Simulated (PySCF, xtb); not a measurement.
GeH₅, SMILES [GeH5-], charge -1.

GFN2-xTB in xtb at its own geometry gives an orbital gap of 7.42 eV.

Geometry optimised at B3LYP-D3(BJ)/def2-TZVPD.

What does PBE0/def2-TZVPD in PySCF give? (Estimate from the structure and the level; the computed values follow.)

gap 4.07 eV (levels 0.20 and 4.27 eV).
